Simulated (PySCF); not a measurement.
**What builds the second ionisation energy along the 5d series**

All values are computed (PySCF 2.14, energy differences of UHF-based or UKS calculations, no spin-orbit coupling). Each column adds one step, in eV (sums use unrounded values): valence MP2, valence CCSD, valence triples, then the next inner shell at CCSD(T) (Ta 5s 5p, W 5s 5p, Pt 5s 5p, Au 5s 5p, Hg 5s 5p). References (NIST) marked * lie between the lowest fine-structure levels; the others compare directly ((s) semi-empirical, (t) theoretical).

```
                                                                                              element     UHF  + MP2  + CCSD  + (T)  + inner shell     sum         reference
  Ta [Xe] 4f14 5d3 6s1 → [Xe] 4f14 5d3 (def2-QZVPPD with the def2 core potential (60 electrons), ECP)  14.139  0.366   0.077  0.011          0.373  14.966  16.2 ± 0.5 (s) *
      Pt [Xe] 4f14 5d9 → [Xe] 4f14 5d8 (def2-QZVPPD with the def2 core potential (60 electrons), ECP)  16.919  1.844  -0.247  0.138          0.030  18.685    18.56 ± 0.12 *
     Au [Xe] 4f14 5d10 → [Xe] 4f14 5d9 (def2-QZVPPD with the def2 core potential (60 electrons), ECP)  18.974  1.964  -0.374  0.120         -0.059  20.625  20.203 ± 0.025 *
Hg [Xe] 4f14 5d10 6s1 → [Xe] 4f14 5d10 (def2-QZVPPD with the def2 core potential (60 electrons), ECP)  17.148  1.529  -0.263  0.092          0.123  18.629            18.757
```

Estimate the missing row, W [Xe] 4f14 5d4 6s1 → [Xe] 4f14 5d4 (def2-QZVPPD with the def2 core potential (60 electrons), ECP).

The calculation gives UHF 14.961; + MP2 0.493; + CCSD 0.059; + (T) 0.020; + inner shell 0.320; sum 15.854. The reference value is 16.37 ± 0.15 (s) *.

What remains against the references is mostly basis incompleteness and, for starred values, spin-orbit coupling.

These are valence bases, so the inner-shell step is incomplete.
